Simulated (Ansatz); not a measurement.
Born–Oppenheimer molecular dynamics of Cl$_{3}$FH$_{3}$PTi (9 atoms, charge 0, multiplicity 1). It starts at the highest image of a converged band. Of that band: The profile has 2 maxima (images 4, 7) with wells between them (image 6): this band takes more than one step, which may be the mechanism or a detour left from its start path. Neighbouring images differ by up to 1.6 eV, so the band resolves the path poorly. A vibrational analysis at the climbing image gives one clearly imaginary mode, 539i cm⁻¹: a first-order saddle point.

The calculation used RKS PBE/def2-SVP (Ansatz).

```yaml
ensemble: NVE (velocity Verlet)
time_step: 0.5 fs
steps_asked: 200
starting_velocities_drawn_for: 300 K
seed: 6571
```

Frames 0.5 fs apart, positions in Å, forces in eV/Å.

Velocities at 20 fs (Å/ps):

```
Ti 0.20 -0.23 1.03
F -0.77 -2.53 2.40
Cl -0.83 2.05 -0.67
Cl 2.75 -0.43 0.08
Cl -1.77 -0.29 -1.94
P -0.91 -0.52 -0.76
H 2.61 5.30 18.24
H -2.00 -4.46 0.44
H 27.44 27.02 -0.44
```

```xyz
9
Properties=species:S:1:pos:R:3:forces:R:3 time_fs=20 energy_less_start_eV=0.119 T=169
Ti -0.293 -0.204 -0.173 -0.29 -0.12 0.33
F -0.510 -1.521 1.441 0.13 -0.02 -0.08
Cl 1.297 1.163 0.340 0.16 0.01 0.08
Cl -1.432 0.740 -1.740 -0.32 0.23 -0.44
Cl 0.445 -1.917 -1.325 0.13 -0.09 0.08
P -2.289 0.823 1.330 -0.07 -0.07 0.28
H -3.600 0.216 1.180 0.38 -0.05 -0.23
H -2.245 0.531 2.751 0.18 -0.07 -0.16
H -1.346 -0.864 1.552 -0.31 0.17 0.15
9
Properties=species:S:1:pos:R:3:forces:R:3 time_fs=20.5 energy_less_start_eV=0.124 T=163
Ti -0.293 -0.204 -0.173 -0.28 -0.13 0.30
F -0.511 -1.523 1.443 0.18 -0.02 -0.10
Cl 1.296 1.164 0.339 0.16 0.01 0.08
Cl -1.431 0.740 -1.740 -0.32 0.23 -0.45
Cl 0.444 -1.917 -1.326 0.13 -0.08 0.08
P -2.290 0.823 1.330 -0.01 -0.01 0.33
H -3.598 0.218 1.189 0.32 -0.09 -0.26
H -2.246 0.529 2.751 0.19 -0.05 -0.17
H -1.333 -0.851 1.552 -0.38 0.15 0.18
9
Properties=species:S:1:pos:R:3:forces:R:3 time_fs=21 energy_less_start_eV=0.129 T=157
Ti -0.293 -0.204 -0.172 -0.26 -0.15 0.28
F -0.511 -1.524 1.444 0.22 0.00 -0.11
Cl 1.296 1.165 0.339 0.16 0.01 0.08
Cl -1.429 0.740 -1.740 -0.33 0.23 -0.45
Cl 0.443 -1.917 -1.327 0.13 -0.08 0.09
P -2.290 0.823 1.329 0.07 0.05 0.37
H -3.595 0.221 1.197 0.24 -0.15 -0.29
H -2.246 0.526 2.751 0.21 -0.04 -0.17
H -1.321 -0.837 1.552 -0.44 0.12 0.20
9
Properties=species:S:1:pos:R:3:forces:R:3 time_fs=21.5 energy_less_start_eV=0.136 T=150
Ti -0.293 -0.204 -0.172 -0.24 -0.17 0.27
F -0.511 -1.525 1.445 0.24 0.02 -0.13
Cl 1.296 1.166 0.339 0.16 0.00 0.08
Cl -1.428 0.740 -1.740 -0.33 0.23 -0.45
Cl 0.442 -1.917 -1.328 0.12 -0.07 0.10
P -2.291 0.822 1.329 0.16 0.12 0.40
H -3.592 0.223 1.205 0.16 -0.20 -0.32
H -2.246 0.524 2.750 0.22 -0.03 -0.17
H -1.309 -0.822 1.553 -0.49 0.09 0.21
9
Properties=species:S:1:pos:R:3:forces:R:3 time_fs=22 energy_less_start_eV=0.142 T=143
Ti -0.293 -0.205 -0.171 -0.23 -0.19 0.26
F -0.512 -1.526 1.446 0.25 0.06 -0.14
Cl 1.295 1.167 0.338 0.16 0.00 0.08
Cl -1.427 0.739 -1.740 -0.33 0.24 -0.45
Cl 0.442 -1.918 -1.329 0.12 -0.06 0.10
P -2.291 0.822 1.329 0.25 0.18 0.43
H -3.589 0.224 1.212 0.08 -0.25 -0.34
H -2.245 0.521 2.749 0.22 -0.02 -0.16
H -1.299 -0.808 1.555 -0.52 0.05 0.22
9
Properties=species:S:1:pos:R:3:forces:R:3 time_fs=22.5 energy_less_start_eV=0.149 T=135
Ti -0.293 -0.205 -0.171 -0.21 -0.22 0.25
F -0.512 -1.528 1.447 0.24 0.11 -0.16
Cl 1.295 1.168 0.338 0.15 -0.01 0.08
Cl -1.426 0.739 -1.740 -0.34 0.24 -0.45
Cl 0.441 -1.918 -1.330 0.12 -0.05 0.11
P -2.292 0.822 1.329 0.34 0.24 0.45
H -3.585 0.225 1.218 -0.01 -0.31 -0.37
H -2.244 0.518 2.747 0.23 -0.01 -0.14
H -1.290 -0.793 1.556 -0.53 0.01 0.22
9
Properties=species:S:1:pos:R:3:forces:R:3 time_fs=23 energy_less_start_eV=0.156 T=128
Ti -0.293 -0.205 -0.170 -0.19 -0.25 0.25
F -0.512 -1.529 1.448 0.23 0.17 -0.17
Cl 1.295 1.169 0.338 0.15 -0.01 0.08
Cl -1.424 0.739 -1.741 -0.34 0.24 -0.45
Cl 0.440 -1.918 -1.331 0.12 -0.05 0.11
P -2.292 0.822 1.328 0.43 0.30 0.46
H -3.582 0.225 1.223 -0.08 -0.35 -0.38
H -2.242 0.516 2.745 0.23 0.00 -0.11
H -1.282 -0.778 1.559 -0.54 -0.04 0.21
9
Properties=species:S:1:pos:R:3:forces:R:3 time_fs=23.5 energy_less_start_eV=0.162 T=121
Ti -0.293 -0.205 -0.170 -0.18 -0.29 0.26
F -0.512 -1.530 1.450 0.21 0.25 -0.19
Cl 1.294 1.170 0.337 0.14 -0.02 0.08
Cl -1.423 0.739 -1.741 -0.35 0.24 -0.45
Cl 0.439 -1.918 -1.331 0.12 -0.04 0.12
P -2.292 0.821 1.328 0.50 0.35 0.46
H -3.578 0.225 1.227 -0.15 -0.40 -0.40
H -2.240 0.513 2.743 0.24 0.01 -0.09
H -1.276 -0.764 1.562 -0.54 -0.10 0.20
9
Properties=species:S:1:pos:R:3:forces:R:3 time_fs=24 energy_less_start_eV=0.167 T=115
Ti -0.293 -0.205 -0.169 -0.16 -0.33 0.27
F -0.513 -1.531 1.450 0.18 0.32 -0.21
Cl 1.294 1.171 0.337 0.14 -0.02 0.08
Cl -1.422 0.739 -1.741 -0.35 0.24 -0.45
Cl 0.438 -1.918 -1.332 0.12 -0.03 0.13
P -2.293 0.821 1.328 0.56 0.39 0.46
H -3.575 0.223 1.230 -0.20 -0.43 -0.41
H -2.237 0.510 2.741 0.23 0.01 -0.05
H -1.271 -0.749 1.565 -0.53 -0.15 0.18
9
Properties=species:S:1:pos:R:3:forces:R:3 time_fs=24.5 energy_less_start_eV=0.172 T=110
Ti -0.293 -0.205 -0.168 -0.15 -0.37 0.29
F -0.513 -1.532 1.452 0.15 0.40 -0.23
Cl 1.294 1.172 0.337 0.14 -0.03 0.08
Cl -1.421 0.739 -1.741 -0.35 0.24 -0.45
Cl 0.437 -1.919 -1.333 0.12 -0.02 0.13
P -2.293 0.821 1.328 0.60 0.42 0.45
H -3.572 0.221 1.232 -0.23 -0.46 -0.41
H -2.233 0.508 2.738 0.23 0.02 -0.02
H -1.267 -0.735 1.569 -0.51 -0.21 0.15
9
Properties=species:S:1:pos:R:3:forces:R:3 time_fs=25 energy_less_start_eV=0.176 T=106
Ti -0.293 -0.206 -0.168 -0.13 -0.41 0.31
F -0.513 -1.534 1.453 0.13 0.48 -0.25
Cl 1.293 1.173 0.336 0.13 -0.03 0.08
Cl -1.420 0.739 -1.741 -0.36 0.24 -0.45
Cl 0.437 -1.919 -1.334 0.11 -0.01 0.14
P -2.293 0.821 1.328 0.63 0.44 0.44
H -3.570 0.217 1.234 -0.23 -0.48 -0.41
H -2.229 0.505 2.736 0.22 0.03 0.02
H -1.264 -0.722 1.573 -0.50 -0.26 0.12
9
Properties=species:S:1:pos:R:3:forces:R:3 time_fs=25.5 energy_less_start_eV=0.178 T=104
Ti -0.293 -0.206 -0.167 -0.12 -0.45 0.33
F -0.513 -1.535 1.454 0.10 0.55 -0.27
Cl 1.293 1.174 0.336 0.12 -0.04 0.08
Cl -1.419 0.739 -1.742 -0.36 0.25 -0.44
Cl 0.436 -1.919 -1.335 0.11 0.00 0.14
P -2.293 0.821 1.328 0.62 0.45 0.42
H -3.569 0.212 1.234 -0.22 -0.48 -0.40
H -2.225 0.502 2.733 0.22 0.03 0.05
H -1.263 -0.709 1.578 -0.48 -0.30 0.09
```

Of the whole run (100 fs, mean temperature of the second half 1119 K): The conserved energy stayed within 0.039 meV per atom of its start (net change -0.015 meV per atom), so the integration is sound. The kinetic energy rose, since the run started high on the potential surface and went downhill. A run of 0.1 ps of so small a system gives no equilibrium averages. The orbitals stay closed-shell, which can raise the energy where a bond breaks towards radicals; this wasn't checked here.

Run time: 8.1 min on 4 threads of Arm Neoverse V1, with other jobs on the host, peak memory 0.23 GiB.
